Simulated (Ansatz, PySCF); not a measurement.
CH₇F₂NSi₂, SMILES CN([SiH2]F)[SiH2]F. Atoms are numbered in the order given.

```xyz
13

Si     1.5982     0.0174    -0.5015
F      2.4475     1.0710     0.4059
N      0.0392    -0.2950     0.1801
C     -0.0596    -1.1872     1.3505
Si    -1.4326     0.4319    -0.3756
F     -2.3833    -0.6946    -1.0678
H      1.4175     0.6229    -1.8431
H      2.3906    -1.2398    -0.5074
H     -0.0912    -0.6238     2.2991
H     -0.9630    -1.8158     1.2907
H      0.8042    -1.8702     1.3915
H     -2.2174     0.9596     0.7715
H     -1.1004     1.4617    -1.3894
```
Charge 0, spin multiplicity 1.

The structure is a stationary point at r2SCAN-D4/def2-SVP. The structure was generated by enumeration, and PubChem lists no compound with its InChIKey, so it may never have been made. The values are those of a single conformer.

Two levels are set side by side: PBE-D3(BJ)/def2-SVP (Ansatz, an electronic-structure program) and r2SCAN-D4/def2-SVP (Ansatz). Each level has its own optimised geometry; the coordinates shown are those of the second. Frequencies come from the Hessian of PySCF at each geometry. Differences are taken from unrounded values.

```
quantity                            r2SCAN-D4
----------------------------------  ---------
mean bond length (Å)                    1.454
bond Si1–F2 (Å)                         1.629
bond Si1–N3 (Å)                         1.730
bond N3–C4 (Å)                          1.475
bond N3–Si5 (Å)                         1.733
bond Si5–F6 (Å)                         1.629
bond Si1–H7 (Å)                         1.483
bond Si1–H8 (Å)                         1.486
bond C4–H9 (Å)                          1.104
bond C4–H10 (Å)                         1.102
bond C4–H11 (Å)                         1.102
bond Si5–H12 (Å)                        1.487
bond Si5–H13 (Å)                        1.483
highest harmonic wavenumber (cm⁻¹)       3119
mean harmonic wavenumber (cm⁻¹)          1138
zero-point energy (kcal/mol)            53.70
```

### Question
What does PBE-D3(BJ) give, and how far is it from r2SCAN-D4? (Estimate from the structure and the level; the computed values follow.)

### Answer

```tsv
quantity	PBE-D3(BJ)	PBE-D3(BJ) minus r2SCAN-D4
mean bond length (Å)	1.464	0.010
bond Si1–F2 (Å)	1.643	0.013
bond Si1–N3 (Å)	1.742	0.012
bond N3–C4 (Å)	1.475	0.000
bond N3–Si5 (Å)	1.745	0.012
bond Si5–F6 (Å)	1.642	0.013
bond Si1–H7 (Å)	1.495	0.012
bond Si1–H8 (Å)	1.498	0.012
bond C4–H9 (Å)	1.112	0.008
bond C4–H10 (Å)	1.110	0.008
bond C4–H11 (Å)	1.110	0.008
bond Si5–H12 (Å)	1.498	0.012
bond Si5–H13 (Å)	1.495	0.012
highest harmonic wavenumber (cm⁻¹)	3046	-73
mean harmonic wavenumber (cm⁻¹)	1106	-32
zero-point energy (kcal/mol)	52.18	-1.52
```
